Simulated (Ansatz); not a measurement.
Diatomic BeH-, multiplicity 3 (an upper state: multiplicity 1 came lower at CCSD(T)/def2-TZVPP on PBE0 minima).

Constants: fifth-degree fit in 1/R to seven points, most abundant isotopes. In def2 and cc sets the state is the lowest found near the PBE0 minimum, followed along R.

Programs: Ansatz (Gaussian orbitals). Each number belongs to the level named beside it.

```json
[
 {"level": "PBE/def2-TZVPP", "r_e (Å)": "1.397", "ω_e (cm⁻¹)": "1793", "B_e (cm⁻¹)": "9.53", "ω_e x_e (cm⁻¹)": "39"},
 {"level": "PBE0/def2-TZVPP", "r_e (Å)": "1.391", "ω_e (cm⁻¹)": "1833", "B_e (cm⁻¹)": "9.61", "ω_e x_e (cm⁻¹)": "38"},
 {"level": "wB97X-V/def2-TZVPP", "r_e (Å)": "1.390", "ω_e (cm⁻¹)": "1842", "B_e (cm⁻¹)": "9.62", "ω_e x_e (cm⁻¹)": "37"},
 {"level": "CCSD/def2-TZVPP", "r_e (Å)": "1.387", "ω_e (cm⁻¹)": "1839", "B_e (cm⁻¹)": "9.67", "ω_e x_e (cm⁻¹)": "37"},
 {"level": "CCSD(T)/def2-TZVPP", "r_e (Å)": "1.388", "ω_e (cm⁻¹)": "1831", "B_e (cm⁻¹)": "9.66", "ω_e x_e (cm⁻¹)": "38"}
]
```

Correlated levels freeze the inner cores; with def2 sets outer-core shells near the valence are correlated too.

Ansatz is a program for electronic structure.
